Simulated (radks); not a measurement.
The numbers below are computed, except where a source is named.
Coulomb parameter of the 4d shell of the rhodium ion Rh2+ in the model configuration [Kr] 4d5.5 5p1.5, as a second difference U = [E(n + 0.25) + E(n - 0.25) - 2 E(n)] / (0.25)^2 with all orbitals relaxed. "Bare": the charge of the atom changes with n. "Screened": the 5p shell takes up the change at fixed total charge, which measures U(4d,4d) + U(5p,5p) - 2 U(4d,5p). Level of theory: Dirac Kohn-Sham, PBEsol, spin-unpolarised, spherical densities, finite nucleus; open shells are shared between the two j in proportion to 2j + 1; Fermi nuclear charge, rms radius 4.4945 fm (a radial shooting solver on a logarithmic mesh with Libxc functionals).

case                 configuration  E - E(n) (eV)
start             [Kr] 4d5.5 5p1.5          0.000
bare +0.25       [Kr] 4d5.75 5p1.5         -7.823
bare -0.25       [Kr] 4d5.25 5p1.5          8.667
screened +0.25  [Kr] 4d5.75 5p1.25         -3.989
screened -0.25  [Kr] 4d5.25 5p1.75          4.179

U(bare) = 13.497 eV, U(screened by 5p) = 3.028 eV.
